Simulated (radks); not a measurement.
Species: Sm4.5+. Configuration: [Kr] 4d10 4f(up 2.5, down 2.5) 5p6 5s(up 0.25, down 0.25) (fractional occupations, a model configuration). Method: scalar-relativistic Kohn-Sham, PBE, spin-polarised, spherical densities, point nucleus; computed with a radial shooting solver on a logarithmic mesh with Libxc functionals.

X-ray form factor f0, the Fourier transform of the density (f0(0) = 57.5):

| sin(theta)/lambda (1/angstrom) | f0 (electrons) |
|---|---|
| 0.05 | 56.937 |
| 0.1 | 55.339 |
| 0.15 | 52.943 |
| 0.2 | 50.061 |
| 0.25 | 46.993 |
| 0.3 | 43.969 |
| 0.4 | 38.527 |
| 0.5 | 34.021 |
| 0.6 | 30.252 |
| 0.8 | 24.312 |
| 1 | 20.200 |
| 1.25 | 16.967 |
| 1.5 | 14.755 |
| 2 | 11.032 |
